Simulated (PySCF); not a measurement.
Electronic structure of Nb⁺ (niobium, charge +1) at the UHF level

Configuration: [Kr] 4d3 5p1, one real determinant (an excited configuration). All numbers are calculated (PySCF 2.14, scalar relativity by spin-free X2C-1e, in x2c-TZVPPall with one added diffuse shell each of s, p, d, f type (9s7p7d3f1g, 95 functions)).

| Item | Value |
| --- | --- |
| Total energy | -3816.869366 hartree |
| One-electron energy | -5254.7956 hartree |
| Hartree (Coulomb) energy | 1555.5433 hartree |
| Exchange energy | -117.6171 hartree |
| ⟨S²⟩ | 6.0047 |
| ⟨L²⟩ | 14.059 |
| Sum of ⟨r⟩ | 29.05 bohr |
| Sum of ⟨r²⟩ | 52.22 bohr² |
| Traceless quadrupole moment −½Σ⟨3z² − r²⟩ along its main axis | -8.00 e·bohr² |
| Langevin diamagnetic susceptibility | -41.4 ×10⁻⁶ cm³/mol |

```csv
shell,electrons,mean orbital energy (eV),spread (eV),"rms radius, mean of both spins (bohr)"
1s β,1,-19097.8,0,0.0415
1s α,1,-19097.7,0,0.0415
2s α,1,-2754.6,0,0.171
2s β,1,-2754.0,0,0.171
2p α,3,-2455.2,0.021,0.152
2p β,3,-2454.7,0.037,0.152
3s α,1,-500.58,0,0.471
3s β,1,-500.29,0,0.471
3p α,3,-399.88,0.017,0.478
3p β,3,-399.52,0.094,0.478
3d α,5,-235.00,0.881,0.473
3d β,5,-234.18,0.255,0.473
4s α,1,-85.115,0,1.24
4s β,1,-81.489,0,1.24
4p α,3,-56.478,0.030,1.39
4p β,3,-51.463,0.300,1.39
4d α,3,-18.650,0.164,2.05
5p α,1,-9.177,0,4.56
```

⟨L²⟩ = 14.06 against 20 for a pure G term, so this real determinant mixes terms.

Densities and radii are taken from the X2C orbitals without a picture-change correction, which distorts them close to the nucleus.

Spin-orbit constants ζ (cm⁻¹) from the X2C one-electron operator on these orbitals: bare nucleus, nucleus screened by l(l+1)(2l+1)/3 electrons, and screened by the Breit-Pauli mean field of the electrons.

| shell | bare | screened nucleus | mean field |
| --- | --- | --- | --- |
| 2p | 522400 | 497000 | n/a |
| 3p | 85710 | 81530 | n/a |
| 3d | 11910 | 9008 | n/a |
| 4p | 10750 | 10220 | n/a |
| 4d | 772.1 | 583.8 | n/a |
| 5p | 807.5 | 768.1 | n/a |

To first order the Landé constant is A = 157.5 cm⁻¹, so the lowest level has J = 2 and lies 0.195 eV below the centre of the term. This holds in LS coupling only.
